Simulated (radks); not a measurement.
N, configuration [He] 2s2 2p3 (the NIST ground configuration). Calculated with a radial shooting solver on a logarithmic mesh with Libxc functionals: non-relativistic Kohn-Sham, BLYP, spin-polarised, spherical densities, point nucleus; open shells are filled with parallel spins first. Some entries of the table are withheld. Estimate them.

| orbital | occ. | eigenvalue (eV) | <r^2> (bohr^2) |
|---|---|---|---|
| 1s up | 1 | -384.4635 | 0.07180 |
| 1s down | 1 | -383.0426 | 0.07127 |
| 2s up | 1 | -19.5318 | 2.066 |
| 2s down | 1 | -15.4631 | 2.311 |
| 2p up | 3 | (1) | (2) |
| 2p down | 0 | (3) | (4) |

Answer. 
(1) 2p up eigenvalue (eV): -8.0821
(2) 2p up <r^2> (bohr^2): 2.698
(3) 2p down eigenvalue (eV): -4.4282
(4) 2p down <r^2> (bohr^2): 3.875
